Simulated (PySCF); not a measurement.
Electronic structure of Li⁺ (lithium, charge +1) at the PBE0 level

Configuration: 1s2, closed-shell 1S. Calculation: PySCF 2.14, in def2-SVP (3s2p, 9 functions); no relativity, point nucleus.

```
Total energy                                     : -7.2582 hartree
One-electron energy                              : -8.8757 hartree
Hartree (Coulomb) energy                         : 3.2859 hartree
Exchange-correlation energy                      : -1.6685 hartree
Kinetic energy                                   : 7.15963 hartree
⟨S²⟩                                             : 0.0000
⟨L²⟩                                             : 0.000
Sum of ⟨r⟩                                       : 1.151 bohr
Sum of ⟨r²⟩                                      : 0.9043 bohr²
Density at the nucleus (Gaussians lack the cusp) : 12.1 bohr⁻³
Langevin diamagnetic susceptibility              : -0.716 ×10⁻⁶ cm³/mol
Time after the integrals                         : 0.04 s of wall time on 1 thread of Neoverse-N1 (shared host)
```

```tsv
shell	electrons	mean orbital energy (hartree)	rms radius, mean of both spins (bohr)
1s	2	-2.36781	0.672
```
